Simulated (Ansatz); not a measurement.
Program: Ansatz. Geometries: PBE0-D4/def2-TZVP. ΔE: electronic, gas phase. CBS: MP2 limit from def2 TZ/QZ plus the TZ coupled-cluster correction, frozen cores. This one scheme is used for every species. Functionals use def2-TZVPP. HSE06 is defined as in plane-wave codes. One conformer a species, not always the lowest.

`[CH3][Al]([OH])[C](=N)Cl` + `C=C=N` → `C=C=NC(=N)Cl` + `[CH3][AlH][OH]`  (substitution at a C–Al bond)

```
             level  ΔE (kJ/mol)  difference from CCSD(T)/CBS
         revPBE-D4         53.6                        -11.0
          HSE06-D4         55.3                         -9.3
          BHLYP-D4         59.5                         -5.1
           ωB97X-V         55.7                         -8.9
               PBE         55.5                         -9.1
              BLYP         60.5                         -4.1
              PBE0         54.4                        -10.2
       HF/def2-SVP         51.2                        -13.4
    MP2/def2-QZVPP         58.6                         -6.0
SCS-MP2/def2-QZVPP         58.7                         -5.9
       CCSD(T)/CBS         64.6                            0
```

Largest T1 diagnostic among the species: 0.015.

Leaving LDA and LC-ωPBE aside and taking each functional with its dispersion term where it has one, the values, not all of them listed here, spread over 12.9 kJ/mol, from B97M-V to ωB97M-V. LDA lies −13.3 kJ/mol from PBE without D4. At CCSD(T), def2-SVP lies −17.6 kJ/mol from the extrapolated value and def2-TZVPP −2.1 kJ/mol.
